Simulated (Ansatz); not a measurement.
[VF6]2- (VF6²⁻). Charge -2, multiplicity 2. Geometry r2SCAN-D4/def2-SVPD.

Cartesian coordinates in Å:
```
V 0.0000 0.0000 0.0000
F 0.8741 -0.9981 1.3402
F -0.8740 0.9980 -1.3403
F 1.6439 0.4270 -0.7541
F -1.6439 -0.4269 0.7542
F 0.0519 1.5049 1.0868
F -0.0520 -1.5049 -1.0868
```

LC-ωPBE has ω = 0.4 bohr⁻¹. HSE06 is defined as in plane-wave codes, on full-range PBE exchange. A multiply charged anion in the gas phase is held together partly by the finite basis. Removing one electron lowers the energy by 0.44 eV at PBE0-D4/def2-TZVPD, so it isn't bound. At PBE-D4/def2-TZVPD, r2SCAN-D4/def2-TZVPD, r2SCANh-D4/def2-TZVPD, HSE06-D4/def2-TZVPD the highest occupied level of the charge -2 doublet lies above zero (up to 5.28 eV). By energy differences it is unbound by 1.88 eV (vertical, to the charge -1 singlet, at PBE-D4/def2-TZVPD) and held by the finite basis. No other spin state of charge -2 was run.

Problem. Estimate the α-spin orbital energies around the gap (eV) in Ansatz with PBE-D4/def2-TZVPD, r2SCAN-D4/def2-TZVPD, r2SCANh-D4/def2-TZVPD, HSE06-D4/def2-TZVPD, LC-ωPBE/def2-TZVPD.

Solution. 
```csv
orbital,PBE-D4/def2-TZVPD,r2SCAN-D4/def2-TZVPD,r2SCANh-D4/def2-TZVPD,HSE06-D4/def2-TZVPD,LC-ωPBE/def2-TZVPD
HOMO−13,-0.22,-0.63,-1.41,-1.85,-5.43
HOMO−12,0.21,-0.19,-0.94,-1.35,-4.74
HOMO−11,0.30,-0.11,-0.87,-1.29,-4.67
HOMO−10,0.37,-0.04,-0.82,-1.25,-4.67
HOMO−9,1.18,0.78,0.05,-0.35,-3.68
HOMO−8,1.24,0.83,0.06,-0.33,-3.58
HOMO−7,1.26,0.86,0.13,-0.24,-3.50
HOMO−6,1.36,0.97,0.25,-0.12,-3.42
HOMO−5,1.48,1.09,0.30,-0.12,-3.34
HOMO−4,1.51,1.09,0.36,-0.03,-3.31
HOMO−3,1.78,1.38,0.64,0.26,-3.02
HOMO−2,1.93,1.52,0.74,0.33,-2.95
HOMO−1,1.94,1.53,0.79,0.39,-2.89
HOMO,5.28,4.55,3.36,2.59,-0.87
LUMO,5.53,5.46,5.79,5.99,7.42
LUMO+1,5.54,5.46,5.79,6.01,7.43
LUMO+2,6.55,6.92,6.99,6.69,7.46
LUMO+3,6.57,6.93,7.00,6.70,8.61
LUMO+4,6.57,6.95,7.02,6.71,8.62
LUMO+5,7.10,7.67,7.79,7.33,8.71
β HOMO,2.01,1.61,0.85,0.46,-2.83
β LUMO,6.06,6.16,6.51,6.64,7.42
```
